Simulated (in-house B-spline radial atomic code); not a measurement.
RPA and G0W0 for Al2+, [Ne] 3s1, highest spin, as one setting changes: the highest l of the empty states. Start: PBE. A dash marks a level of low quasi-particle weight. Computed with a B-spline radial code for spherical atoms: all electrons, non-relativistic, point nucleus, each spin shell either full or empty, empty states to the listed l with an (l + 1/2)⁻⁴ tail; G0W0 by contour deformation at full frequency.

RPA overbinds a lone outer s electron by self-correlation, and G0W0 tends to as well.

```csv
highest l of the empty states,RPA summed (Eh),RPA extrapolated (Eh),G0W0 level (eV)
3,-0.58669,-0.64638,3s up -29.187
4,-0.61962,-0.65494,3s up -29.180
5,-0.63262,-0.65071,3s up -29.179
6,-0.63873,-0.64922,3s up -29.178
7,?,?,?
8,-0.64382,-0.64824,3s up -29.178
9,?,?,?
10,-0.6457,-0.64791,3s up -29.177
11,-0.64619,-0.64783,3s up -29.177
```

Question: What belongs in the row for 7?

Answer: RPA summed (Eh): -0.64196; RPA extrapolated (Eh): -0.64857; G0W0 level (eV): 3s up -29.178.

Question: What belongs in the row for 9?

Answer: RPA summed (Eh): -0.64496; RPA extrapolated (Eh): -0.64805; G0W0 level (eV): 3s up -29.178.
